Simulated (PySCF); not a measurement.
C₄H₇FO₂Si₂.
Z-matrix (Å and degrees, PBE0-D3(BJ)/def2-SVP geometry), rows numbered from 1:
```
F 
C   1  1.3204
C   2  1.3653  1  126.37
O   3  1.3444  2  108.86  1  -179.88
C   4  1.3629  3  108.85  2    -0.05
Si  5  1.8653  4  118.36  3   177.58
O   6  1.6564  5  110.03  4   -63.53
Si  7  1.6610  6  142.80  5    -1.83
C   5  1.3736  4  109.11  3     0.14
H   3  1.0860  2  133.13  1     0.14
H   6  1.4885  5  110.63  4    56.09
H   6  1.4894  5  106.52  4   176.61
H   8  1.4944  7  110.32  6   -25.12
H   8  1.4921  7  109.95  6    95.38
H   8  1.4902  7  108.42  6  -145.05
H   9  1.0878  2  127.14  1     0.16
```

Level of theory: PBE0-D3(BJ)/def2-SVP geometry optimisation, gas phase (PySCF).

Take the most abundant isotopes and a rigid rotor. The values belong to one conformer with, in the numbering `[F:1][c:2]1[cH:3][o:4][c:5]([SiH2:6][O:7][SiH3:8])[cH:9]1`, O4–C5–Si6–O7 -64°, C5–Si6–O7–Si8 -2°.

Question: Give the principal moments of inertia and the rotational constants in MHz.

Answer: Ia = 219.56, Ib = 847.04, Ic = 940.28 u·Å²; 505379 MHz·u·Å²/I gives A = 2302, B = 596.6, C = 537.5 MHz.

Question: Classify the top.

Answer: A near-prolate asymmetric top. Ray's parameter κ = (2B − A − C)/(A − C) = -0.933; −1 is the prolate and +1 the oblate limit.

Question: Is it planar, by Δ = Ic − Ia − Ib?

Answer: Not planar: Δ = Ic − Ia − Ib = -126.32 u·Å². For a rigid frame Δ = −2 Σ m c², so Σ m c² = 63.16 u·Å² lies off the ab plane: 12.05 from hydrogen and 51.11 from heavier atoms. The atom farthest from that plane is 1.73 Å away.

Question: Give the coordinates in the principal-axis frame, origin at the centre of mass.

Answer: The sense of each axis is arbitrary; atoms in the order of the calculation.
| atom | mass (u) | a (Å) | b (Å) | c (Å) |
| --- | --- | --- | --- | --- |
| F1 | 18.998 | -3.650 | 0.479 | -0.662 |
| C2 | 12.000 | -2.459 | 0.206 | -0.162 |
| C3 | 12.000 | -1.926 | 0.719 | 0.985 |
| O4 | 15.995 | -0.696 | 0.206 | 1.160 |
| C5 | 12.000 | -0.423 | -0.644 | 0.130 |
| Si6 | 27.977 | 1.255 | -1.457 | 0.073 |
| O7 | 15.995 | 2.436 | -0.310 | -0.110 |
| Si8 | 27.977 | 2.676 | 1.323 | -0.295 |
| C9 | 12.000 | -1.497 | -0.674 | -0.725 |
| H10 | 1.008 | -2.296 | 1.420 | 1.728 |
| H11 | 1.008 | 1.520 | -2.203 | 1.334 |
| H12 | 1.008 | 1.239 | -2.381 | -1.095 |
| H13 | 1.008 | 1.467 | 1.960 | -0.899 |
| H14 | 1.008 | 2.951 | 1.951 | 1.030 |
| H15 | 1.008 | 3.848 | 1.528 | -1.193 |
| H16 | 1.008 | -1.592 | -1.250 | -1.643 |

Question: List the rotational levels J(Ka,Kc) to J = 3 (MHz).

Answer: Above 0(0,0):
J = 1: 1(0,1) 1134, 1(1,1) 2839, 1(1,0) 2898
J = 2: 2(0,2) 3401, 2(1,2) 5048, 2(1,1) 5226, 2(2,1) 10341, 2(2,0) 10343
J = 3: 3(0,3) 6797, 3(1,3) 8361, 3(1,2) 8716, 3(2,2) 13743, 3(2,1) 13751, 3(3,1) 22418, 3(3,0) 22418
The levels of one J sum to (2J + 1)J(J + 1)(A + B + C)/3.

Question: Which lines would a microwave search look for?

Answer: The dipole components are |μa| = 0.18 D, |μb| = 0.13 D, |μc| = 0.01 D. The squared components, which scale the intensities, stand as 1.00 : 0.57 : 0.00 (a : b : c). Some lines, for components of 0.1 D or more:

| type | branch | J(Ka,Kc) | MHz | lower level (cm⁻¹) |
| --- | --- | --- | --- | --- |
| b | Q | 3(1,2) ← 3(0,3) | 1919 | 0.227 |
| a | R | 2(0,2) ← 1(0,1) | 2267 | 0.038 |
| a | R | 4(3,2) ← 3(3,1) | 4539 | 0.748 |
| a | R | 4(1,3) ← 3(1,2) | 4652 | 0.291 |
| b | Q | 5(2,3) ← 5(1,4) | 4819 | 0.640 |
| b | R | 3(1,3) ← 2(0,2) | 4960 | 0.113 |
| b | Q | 3(2,1) ← 3(1,2) | 5035 | 0.291 |
| a | R | 5(0,5) ← 4(0,4) | 5641 | 0.378 |
| b | Q | 5(2,4) ← 5(1,5) | 5654 | 0.610 |
| a | R | 5(2,4) ← 4(2,3) | 5667 | 0.610 |
| b | R | 2(2,0) ← 1(1,1) | 7503 | 0.095 |
| b | R | 5(2,3) ← 4(1,4) | 11222 | 0.426 |
| b | R | 3(3,0) ← 2(2,1) | 12077 | 0.345 |
| b | Q | 4(4,0) ← 4(3,1) | 12140 | 0.899 |

Question: Estimate the classical rotational partition function at 200 K, 298.15 K and 500 K.

Answer: Point group C1, symmetry number σ = 1; q = (√π/σ)·√((kT/h)³/(ABC)), k/h = 20836.6 MHz/K: 555000 at 200 K, 1010000 at 298.15 K, 2190000 at 500 K.

No PBE0-D3(BJ)/def2-SVP frequencies stand behind this structure, so it isn't proved a minimum. Constants of a rigid frame at the computed geometry: no zero-point averaging, no centrifugal distortion. A rigid rotor knows nothing of internal rotation, which can split or shift real lines.
